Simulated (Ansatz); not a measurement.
CH6GeO (`O[CH2][GeH3]`). Total charge 0; spin multiplicity 1.

```xyz
9

O    -0.078   -1.604   -0.486
C     0.633   -0.413   -0.209
Ge   -0.662    0.947    0.378
H     0.544   -2.276   -0.774
H     1.159   -0.034   -1.095
H     1.377   -0.553    0.585
H    -1.687    1.213   -0.734
H     0.101    2.249    0.689
H    -1.387    0.470    1.646
```

(1) What are the harmonic wavenumbers in cm⁻¹ at PBE0-D4/def2-TZVP (Ansatz, finite differences of forces, unscaled)? (Best estimate.)

(2) Is this a minimum?

(3) Give the ideal-gas thermochemistry at 298.15 K and 1 bar (rigid rotor, harmonic oscillator; point group Cs, symmetry number 1).

(4) Rotational constants (cm⁻¹)?

Answers

(1) Computed: 124, 227, 256, 484, 511, 647, 823, 845, 885, 885, 1083, 1192, 1236, 1367, 1490, 2145, 2162, 2165, 3005, 3048, 3851.

(2) Yes, all 21 modes are real.

(3) Zero-point energy 170.1 kJ/mol; H(298) − E = 186.8 kJ/mol; entropy 307.6 J/(mol·K), of which translation 167.1, rotation 102.1, vibration 38.4; G(298) − E = 95.1 kJ/mol.

(4) 0.8624, 0.1221, 0.1138.
